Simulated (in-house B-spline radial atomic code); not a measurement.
Configurations of the potassium ion K⁷⁺, with energies counted from [Ne] 3s2. Level of theory: Dirac-Hartree-Fock, average of configuration, Fermi nucleus of rms radius 3.4349 fm; calculated with an all-electron radial atomic-structure program (B-spline basis). Energies include first-order Breit, QED and recoil terms.

Occupations are held fixed; configurations that lie above the ionisation limit could autoionise.

```json
{"configuration": "[Ne] 3s1 4p1", "E - E(ref) (eV)": "84.59", "highest orbital": "4p3/2", "its <r> (bohr)": "2.3"}
{"configuration": "[Ne] 3s1 6d1", "E - E(ref) (eV)": "127.29", "highest orbital": "6d5/2", "its <r> (bohr)": "6.052"}
{"configuration": "[Ne] 3s1 7g1", "E - E(ref) (eV)": "134.89", "highest orbital": "7g9/2", "its <r> (bohr)": "7.924"}
{"configuration": "[He] 2s2 2p5 3s2 4s1", "E - E(ref) (eV)": "367.36", "highest orbital": "4s1/2", "its <r> (bohr)": "2.138"}
{"configuration": "[He] 2s2 2p5 3s2 4d1", "E - E(ref) (eV)": "384.59", "highest orbital": "4d5/2", "its <r> (bohr)": "2.336"}
{"configuration": "[He] 2s2 2p5 3s2 5f1", "E - E(ref) (eV)": "409.43", "highest orbital": "5f7/2", "its <r> (bohr)": "3.839"}
{"configuration": "[He] 2s2 2p5 3s2 5g1", "E - E(ref) (eV)": "410.01", "highest orbital": "5g9/2", "its <r> (bohr)": "3.426"}
{"configuration": "[He] 2s2 2p5 3s2 7d1", "E - E(ref) (eV)": "426.09", "highest orbital": "7d5/2", "its <r> (bohr)": "8.312"}
{"configuration": "[He] 2s2 2p5 3s2 7f1", "E - E(ref) (eV)": "426.87", "highest orbital": "7f7/2", "its <r> (bohr)": "8.299"}
{"configuration": "[He] 2s1 2p6 3s2 4d1", "E - E(ref) (eV)": "469.29", "highest orbital": "4d5/2", "its <r> (bohr)": "2.336"}
{"configuration": "[He] 2s1 2p6 3s2 7p1", "E - E(ref) (eV)": "509.31", "highest orbital": "7p3/2", "its <r> (bohr)": "7.943"}
```

(1) Order these further configurations by energy, lowest first.
A. [He] 2s1 2p6 3s2 6p1
B. [He] 2s2 2p5 3s2 6d1
C. [Ne] 3s1 7f1
D. [He] 2s1 2p6 3s2 7d1
E. [Ne] 3s1 6g1

(2) How far above the reference does [He] 2s1 2p6 3s2 5p1 lie?

(3) How far above the reference does [He] 2s1 2p6 3s2 3p1 lie?

(4) How far above the reference does [He] 2s2 2p5 3s2 6s1 lie?

(5) One of these lies 45.23 eV from the reference. Which?
A. [Ne] 3s1 3d1
B. [He] 2s1 2p6 3s2 6g1
C. [He] 2s2 2p5 3s2 5s1
D. [He] 2s1 2p6 3s2 6d1

Answers

(1) E (128.47 eV), C (134.77 eV), B (419.05 eV), A (501.31 eV), D (510.79 eV).

(2) 487.41 eV; its least bound orbital is 5p3/2 with <r> = 3.772 bohr.

(3) 386.14 eV; its least bound orbital is 3p3/2 with <r> = 1.081 bohr.

(4) 414.7 eV; its least bound orbital is 6s1/2 with <r> = 5.425 bohr.

(5) A.
